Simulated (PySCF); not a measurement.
C₃H₅FN₂Si₂.
Cartesian coordinates in Å at the GFN2-xTB level; atoms count from 1:
```xyz
13
C3H5FN2Si2 angstrom
C     -2.7958    1.5025   -0.7504
C     -2.1128    0.5298   -0.5664
Si    -1.0071   -0.9332   -0.3030
F     -1.1513   -1.8200   -1.6505
Si     1.1977   -0.2842   -0.1588
N      1.2172    1.1069    0.8539
C      2.2046   -1.5131    0.8330
N      2.8124   -2.2797    1.4293
H     -3.4092    2.3423   -0.9130
H     -1.6057   -1.7832    0.7207
H      1.9592   -0.1868   -1.4218
H      0.6032    1.8810    0.6618
H      2.0831    1.4382    1.2475
```

Computed with TDDFT CAM-B3LYP/def2-SVPD, vertical, gas phase, core orbitals frozen in the response (PySCF).

Frontier orbitals with the atoms that hold most of them (Löwdin shares over 4%, at most four atoms; ? is withheld):

```tsv
orbital	ε (eV)	atoms
HOMO-3	-11.07	N8 17%, C2 16%, C7 14%, C1 12%
HOMO-2	-10.45	C2 45%, C1 43%, Si3 4%, H9 4%
HOMO-1	-10.20	?
HOMO	-9.55	N6 44%, Si5 15%, H11 9%, Si3 7%
LUMO	-0.66	?
LUMO+1	-0.12	Si3 24%, Si5 21%, C2 12%, C1 11%
LUMO+2	0.67	Si5 19%, C7 13%, N8 13%, C1 12%
```

Q: Which atoms hold the LUMO, and with what shares?

A: Si3 (bonded to C, F, Si and H) 24%; Si5 (bonded to C, N, Si and H) 19%; C2 (bonded to C and Si) 12%; C1 (bonded to C and H) 11%. By element: silicon 43%, carbon 23% or more.

Q: Which atoms hold the HOMO-1, and with what shares?

A: C2 (bonded to C and Si) 26%; C1 (bonded to C and H) 25%; N6 (bonded to Si and 2 H) 19%; Si5 (bonded to C, N, Si and H) 7%. By element: carbon 51% or more, nitrogen 19% or more, silicon 7% or more.

Q: The HOMO–LUMO gap is 8.89 eV. Where does the response calculation put the lowest singlet, and from which orbitals?

A: S1 is at 5.54 eV (f = 0.013), 3.36 eV below the gap, made of HOMO→LUMO (76%), HOMO-1→LUMO (8%). Without the coupling terms of the response equations the lowest excitation would equal the gap.

Next come S2 at 5.87 eV (f 0.0061), HOMO-1→LUMO (43%), HOMO→LUMO (15%), HOMO→LUMO+1 (13%); S3 at 6.10 eV (f 0.0035), HOMO-2→LUMO (42%), HOMO→LUMO+1 (17%), HOMO-1→LUMO+1 (11%); S4 at 6.30 eV (f 0.0083), HOMO-2→LUMO+1 (44%), HOMO-2→LUMO+3 (15%), HOMO-1→LUMO (9%); S5 at 6.44 eV (f 0.021), HOMO→LUMO+1 (60%), HOMO-1→LUMO+1 (10%).

One conformer stands for the species.
